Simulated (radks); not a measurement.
Values are calculated unless marked as measured or tabulated.
Cu20+, 9 electrons, occupied as [He] 2s2 2p5. Level of theory: scalar-relativistic Kohn-Sham, PBEsol, spin-polarised, spherical densities, finite nucleus; open shells are filled with parallel spins first; Fermi nuclear charge, rms radius 3.8823 fm (a radial shooting solver on a logarithmic mesh with Libxc functionals).

Normalised radial functions P(r) = r R(r), r in bohr:

r,1s down,2s up,2p down
0.004557,1.2903,0.4124,0.0162
0.005521,1.5137,0.4832,0.0232
0.006744,1.7765,0.5658,0.0336
0.008171,2.0564,0.6531,0.0477
0.009901,2.3598,0.7463,0.0677
0.012,2.6796,0.8421,0.0956
0.01454,3.0041,0.9353,0.1343
0.01775,3.3288,1.0212,0.1901
0.02151,3.6039,1.0814,0.2629
0.02607,3.8141,1.1052,0.3598
0.03158,3.9274,1.0750,0.4863
0.03858,3.9085,0.9650,0.6547
0.04674,3.7342,0.7646,0.8546
0.05664,3.3985,0.4576,1.0906
0.06862,2.9170,0.0425,1.3548
0.08315,2.3331,-0.4630,1.6297
0.1016,1.6886,-1.0395,1.8965
0.1231,1.1147,-1.5682,2.0933
0.1491,0.6499,-1.9831,2.1872
0.1807,0.3261,-2.1982,2.1404
0.2207,0.1312,-2.1529,1.9257
0.2674,0.0438,-1.8600,1.5809
0.324,0.0112,-1.4027,1.1592
0.3925,0.0021,-0.9058,0.7420
0.4756,0.0003,-0.4884,0.4033
0.5809,0.0000,-0.2042,0.1730
0.7039,0.0000,-0.0679,0.0599

1s down: eigenvalue -9751.7 eV, 0 radial nodes, <r> = 0.0521 bohr, 90 % of the charge inside 0.0930 bohr. 2s up: eigenvalue -1888.3 eV, 1 radial node at r = 0.0698 bohr, <r> = 0.228 bohr, 90 % of the charge inside 0.351 bohr. 2p down: eigenvalue -1749.9 eV, 0 radial nodes, <r> = 0.199 bohr, 90 % of the charge inside 0.323 bohr.
